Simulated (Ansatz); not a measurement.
## BClHInO: where a starting geometry ends

The starting geometry of this gas-phase singlet was optimised with GFN2-xTB.

| atom | x (Å) | y (Å) | z (Å) |
| --- | --- | --- | --- |
| B | -0.9949 | 1.8782 | -2.5610 |
| Cl | 1.0100 | 0.5134 | 0.4206 |
| In | 0.4850 | 2.8811 | 0.6802 |
| O | -0.7331 | 2.6413 | -1.6891 |
| H | -1.2561 | 1.1587 | -3.4109 |

Predict what it relaxes into with PBE0-D3(BJ)/def2-SVP.

A new bond forms, giving a structure given below by its coordinates. Distances that change by over a tenth: Cl2–In3 (2.44 → 3.01 Å), In3–O4 (2.67 → 2.19 Å). Contacts that close: B1–Cl2 (3.84 → 1.88 Å).

The energy falls by 0.77 eV over 16 steps:

```csv
step,E − E(last) (eV)
1,0.766
3,0.685
4,0.636
6,0.541
8,0.362
9,0.184
11,0.018
13,0.000
14,0.000
16,0.000
```

Final geometry (Å):

```xyz
5

B    -0.5404    1.5801   -1.8792
Cl    0.4077    0.4393   -0.7228
In    0.2556    3.2150    0.4280
O    -0.6821    2.8108   -1.5057
H    -0.9300    1.0276   -2.8805
```

No frequencies were run, so the end isn't proven a minimum. Atoms past krypton carry core potentials, without spin–orbit terms. Run with Ansatz 0.2.0, 100 s on 1 thread of AMD EPYC (Zen 3) (shared host).
